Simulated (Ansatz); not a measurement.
Ideal-gas functions of `[NH2][InH2]` at 400 K and 1 bar, from an Ansatz frequency run at PBE0-D4/def2-TZVP.

Molar mass 132.86 g/mol, point group C2v (symmetry number 2), electronic degeneracy 1, moments of inertia 6.247, 63.204, 69.451 u Å². Harmonic wavenumbers (cm⁻¹, unscaled): 163, 354, 473, 539, 546, 636, 696, 1549, 1852, 1853, 3607, 3717.

Use S(trans) = R[1.5 ln M + 2.5 ln T − 1.1517]; rotational temperatures θ = 24.2544 K / I; S(rot) = R[ln(√π/σ · √(T³/θAθBθC)) + 1.5]; for each mode x = 1.438777 ν̃/T, S = R[x/(eˣ − 1) − ln(1 − e⁻ˣ)] and H = RT x/(eˣ − 1); 1 cm⁻¹ = 0.0119627 kJ/mol; R = 8.31446 J/(mol·K).

Task: By hand: the entropy, in J/(mol·K).

Result: Translation 175.9. Rotation: θ = 3.8826, 0.3837, 0.3492 K, giving 88.9. Vibration, mode by mode: 12.87, 6.85, 4.83, 4.00, 3.92, 3.04, 2.56, 0.21, 0.08, 0.08, 0.00, 0.00, in all 38.4. Electronic 0.0. Sum 303.2 J/(mol·K).

Task: By hand: H − E and G − E in kJ/mol, counted from the electronic energy.

Result: Zero-point energy ½ × 15985 × 0.0119627 = 95.6; thermal vibration 9.2; translation, rotation and pV give 4 RT = 13.3. H − E = 118.1 kJ/mol, and G − E = 118.1 − 400 × 303.2/1000 = -3.2 kJ/mol.

Vibration gives 13 % of the entropy.
